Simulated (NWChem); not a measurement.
A series in which one site is exchanged, each optimised at PBE0/def2-SVP with NWChem, gas phase unless a solvent is named. Some are not confirmed as minima by frequencies. def2 effective core potentials on Sb, Bi; no spin-orbit coupling.

A: [Cl][SbH][Cl] (SbHCl2; site = Sb)
B: [GaH]([Cl])[Cl] (GaHCl2; site = Ga)
C: [Cl][AlH][Cl] (AlHCl$_{2}$; site = Al)
D: [Cl][BiH][Cl] (BiHCl₂; site = Bi)

**Question.** Rank them by lowest singlet excitation, CAM-B3LYP/def2-SVPD, TDA (eV), lowest first.

**Answer.** D (4.58), A (4.85), B (6.14), C (6.60)
